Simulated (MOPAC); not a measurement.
A run for MOPAC: AM1 on C5H12 (a complex).

```
AM1 1SCF PRECISE CHARGE=0 THREADS=1
C5H12

C      0.64729091 1    -0.33917359 1     0.27888668 1
C     -0.54019352 1     0.23663720 1     0.16782548 1
H      1.49451424 1     0.18189544 1     0.70759779 1
H      0.82014564 1    -1.35622128 1    -0.05164623 1
H     -1.38918549 1    -0.28459501 1    -0.25755980 1
H     -0.71309671 1     1.25336243 1     0.49940167 1
C     -1.19201278 1    -0.51012436 1     3.96321754 1
C      0.33246158 1    -0.45761465 1     3.98721515 1
C      0.87343726 1     0.96583295 1     3.88810250 1
H     -1.55949986 1    -1.53455206 1     4.04940577 1
H     -1.61842644 1     0.06846784 1     4.78677370 1
H     -1.57842325 1    -0.09536156 1     3.02947545 1
H      0.72579770 1    -1.05347196 1     3.15917661 1
H      0.70145730 1    -0.92457629 1     4.90543464 1
H      1.96520077 1     0.98314391 1     3.89579962 1
H      0.53757395 1     1.44636336 1     2.96633359 1
H      0.52463705 1     1.57770159 1     4.72386091 1
```

It printed:

```
*******************************************************************************
 **                                                                           **
 **                              MOPAC v23.2.5                                **
 **                                                                           **
 *******************************************************************************
 ** MOPAC's Digital Object Identifier: https://doi.org/10.5281/zenodo.6511958 **
 **                                                                           **
 ** Please cite the open-source release paper for use of this MOPAC version:  **
 ** J. E. Moussa and J. J. P. Stewart (2026)                                  **
 ** MOPAC: An open-source semiempirical molecular orbital program             **
 ** J. Open Source Softw., 11(119), 8025, https://doi.org/10.21105/joss.08025 **
 *******************************************************************************

                              AM1 CALCULATION RESULTS

 *******************************************************************************
 *  AM1        - The AM1 Hamiltonian to be used
 *
 *
 *
 *                 CHARGE ON SYSTEM = 0
 *
 *
 *
 *  PRECISE    - TIGHTER CRITERIA TO BE USED
 *  1SCF       - DO 1 SCF AND THEN STOP
 *  THREADS=1  - MULTI-THREADING NOT USED
 *  T=         - A TIME OF 172800.0 SECONDS REQUESTED
 *  DUMP=N     - RESTART FILE WRITTEN EVERY 7200.0 SECONDS REQUESTED
 *******************************************************************************
AM1 1SCF PRECISE CHARGE=0 THREADS=1
 C5H12

   ATOM   CHEMICAL          X               Y               Z
  NUMBER   SYMBOL      (ANGSTROMS)     (ANGSTROMS)     (ANGSTROMS)

     1       C          0.64729091  *  -0.33917359  *   0.27888668  *
     2       C         -0.54019352  *   0.23663720  *   0.16782548  *
     3       H          1.49451424  *   0.18189544  *   0.70759779  *
     4       H          0.82014564  *  -1.35622128  *  -0.05164623  *
     5       H         -1.38918549  *  -0.28459501  *  -0.25755980  *
     6       H         -0.71309671  *   1.25336243  *   0.49940167  *
     7       C         -1.19201278  *  -0.51012436  *   3.96321754  *
     8       C          0.33246158  *  -0.45761465  *   3.98721515  *
     9       C          0.87343726  *   0.96583295  *   3.88810250  *
    10       H         -1.55949986  *  -1.53455206  *   4.04940577  *
    11       H         -1.61842644  *   0.06846784  *   4.78677370  *
    12       H         -1.57842325  *  -0.09536156  *   3.02947545  *
    13       H          0.72579770  *  -1.05347196  *   3.15917661  *
    14       H          0.70145730  *  -0.92457629  *   4.90543464  *
    15       H          1.96520077  *   0.98314391  *   3.89579962  *
    16       H          0.53757395  *   1.44636336  *   2.96633359  *
    17       H          0.52463705  *   1.57770159  *   4.72386091  *



          CARTESIAN COORDINATES

    NO.       ATOM           X           Y           Z

     1         C          0.6473     -0.3392      0.2789
     2         C         -0.5402      0.2366      0.1678
     3         H          1.4945      0.1819      0.7076
     4         H          0.8201     -1.3562     -0.0516
     5         H         -1.3892     -0.2846     -0.2576
     6         H         -0.7131      1.2534      0.4994
     7         C         -1.1920     -0.5101      3.9632
     8         C          0.3325     -0.4576      3.9872
     9         C          0.8734      0.9658      3.8881
    10         H         -1.5595     -1.5346      4.0494
    11         H         -1.6184      0.0685      4.7868
    12         H         -1.5784     -0.0954      3.0295
    13         H          0.7258     -1.0535      3.1592
    14         H          0.7015     -0.9246      4.9054
    15         H          1.9652      0.9831      3.8958
    16         H          0.5376      1.4464      2.9663
    17         H          0.5246      1.5777      4.7239

  H: (AM1): M.J.S. DEWAR ET AL, J. AM. CHEM. SOC. 107 3902-3909 (1985)
  C: (AM1): M.J.S. DEWAR ET AL, J. AM. CHEM. SOC. 107 3902-3909 (1985)

           Empirical Formula: C5 H12  =    17 atoms



      MOLECULAR POINT GROUP   :   C1


      RHF CALCULATION, NO. OF DOUBLY OCCUPIED LEVELS = 16


 -------------------------------------------------------------------------------
 AM1 1SCF PRECISE CHARGE=0 THREADS=1
 C5H12



     1SCF WAS SPECIFIED, SO BFGS WAS NOT USED
     SCF FIELD WAS ACHIEVED


                              AM1 CALCULATION
                                                       MOPAC v23.2.5 Linux




          FINAL HEAT OF FORMATION =         -4.36454 KCAL/MOL =     -18.26125 KJ/MOL


          COSMO AREA              =        147.35 SQUARE ANGSTROMS
          COSMO VOLUME            =        137.43 CUBIC ANGSTROMS

          IONIZATION POTENTIAL    =         10.553706 EV
          HOMO LUMO ENERGIES (EV) =        -10.554  1.430
          NO. OF FILLED LEVELS    =         16
          MOLECULAR WEIGHT        =         72.1498         POINT GROUP:  C1

          MOLECULAR DIMENSIONS (Angstroms)

            Atom       Atom       Distance
            H    17    H     5     5.65203
            H    10    H     3     4.65082
            H     6    H    14     2.98810


          SCF CALCULATIONS        =          1





   ATOM   CHEMICAL          X               Y               Z
  NUMBER   SYMBOL      (ANGSTROMS)     (ANGSTROMS)     (ANGSTROMS)

     1       C          0.64729091  *  -0.33917359  *   0.27888668  *
     2       C         -0.54019352  *   0.23663720  *   0.16782548  *
     3       H          1.49451424  *   0.18189544  *   0.70759779  *
     4       H          0.82014564  *  -1.35622128  *  -0.05164623  *
     5       H         -1.38918549  *  -0.28459501  *  -0.25755980  *
     6       H         -0.71309671  *   1.25336243  *   0.49940167  *
     7       C         -1.19201278  *  -0.51012436  *   3.96321754  *
     8       C          0.33246158  *  -0.45761465  *   3.98721515  *
     9       C          0.87343726  *   0.96583295  *   3.88810250  *
    10       H         -1.55949986  *  -1.53455206  *   4.04940577  *
    11       H         -1.61842644  *   0.06846784  *   4.78677370  *
    12       H         -1.57842325  *  -0.09536156  *   3.02947545  *
    13       H          0.72579770  *  -1.05347196  *   3.15917661  *
    14       H          0.70145730  *  -0.92457629  *   4.90543464  *
    15       H          1.96520077  *   0.98314391  *   3.89579962  *
    16       H          0.53757395  *   1.44636336  *   2.96633359  *
    17       H          0.52463705  *   1.57770159  *   4.72386091  *

                             CARTESIAN COORDINATES

   1    C        0.647290910    -0.339173590     0.278886680
   2    C       -0.540193520     0.236637200     0.167825480
   3    H        1.494514240     0.181895440     0.707597790
   4    H        0.820145640    -1.356221280    -0.051646230
   5    H       -1.389185490    -0.284595010    -0.257559800
   6    H       -0.713096710     1.253362430     0.499401670
   7    C       -1.192012780    -0.510124360     3.963217540
   8    C        0.332461580    -0.457614650     3.987215150
   9    C        0.873437260     0.965832950     3.888102500
  10    H       -1.559499860    -1.534552060     4.049405770
  11    H       -1.618426440     0.068467840     4.786773700
  12    H       -1.578423250    -0.095361560     3.029475450
  13    H        0.725797700    -1.053471960     3.159176610
  14    H        0.701457300    -0.924576290     4.905434640
  15    H        1.965200770     0.983143910     3.895799620
  16    H        0.537573950     1.446363360     2.966333590
  17    H        0.524637050     1.577701590     4.723860910


           Empirical Formula: C5 H12  =    17 atoms



      MOLECULAR POINT GROUP   :   C1


                  EIGENVALUES
 -35.23684 -33.35357 -28.02934 -22.31449 -21.94279 -16.04772 -15.61623 -15.02832
 -14.25521 -13.82720 -12.99941 -12.10217 -11.94854 -11.91605 -11.41699 -10.55371
   1.43023   4.10057   4.10773   4.13793   4.38198   4.49282   4.72022   4.94676
   5.00391   5.07355   5.14333   5.30248   5.36750   5.50627   5.64477   5.76566


              NET ATOMIC CHARGES AND DIPOLE CONTRIBUTIONS

  ATOM NO.   TYPE          CHARGE      No. of ELECS.   s-Pop       p-Pop
    1          C          -0.216643        4.2166     1.24062     2.97602
    2          C          -0.217576        4.2176     1.24051     2.97707
    3          H           0.109305        0.8907     0.89069
    4          H           0.108443        0.8916     0.89156
    5          H           0.108464        0.8915     0.89154
    6          H           0.108417        0.8916     0.89158
    7          C          -0.207243        4.2072     1.21615     2.99109
    8          C          -0.155204        4.1552     1.21063     2.94458
    9          C          -0.207408        4.2074     1.21631     2.99110
   10          H           0.070252        0.9297     0.92975
   11          H           0.068846        0.9312     0.93115
   12          H           0.071246        0.9288     0.92875
   13          H           0.076703        0.9233     0.92330
   14          H           0.074138        0.9259     0.92586
   15          H           0.069723        0.9303     0.93028
   16          H           0.069281        0.9307     0.93072
   17          H           0.069256        0.9307     0.93074
 DIPOLE           X         Y         Z       TOTAL
 POINT-CHG.     0.003    -0.024    -0.026     0.036
 HYBRID        -0.011     0.018     0.002     0.022
 SUM           -0.008    -0.006    -0.024     0.026


          ATOMIC ORBITAL ELECTRON POPULATIONS

     Atom    s        px        py        pz
    1  C   1.24062   0.97028   1.00414   1.00160
    2  C   1.24051   0.96966   1.00437   1.00304
    3  H   0.89069
    4  H   0.89156
    5  H   0.89154
    6  H   0.89158
    7  C   1.21615   0.95411   1.01706   1.01992
    8  C   1.21063   0.95565   0.96728   1.02165
    9  C   1.21631   1.00642   0.96533   1.01936
   10  H   0.92975
   11  H   0.93115
   12  H   0.92875
   13  H   0.92330
   14  H   0.92586
   15  H   0.93028
   16  H   0.93072
   17  H   0.93074

 **********************
 *                    *
 * JOB ENDED NORMALLY *
 *                    *
 **********************




 == MOPAC DONE ==
```

The run finished.

Cost: roughly 0.020 core-seconds.
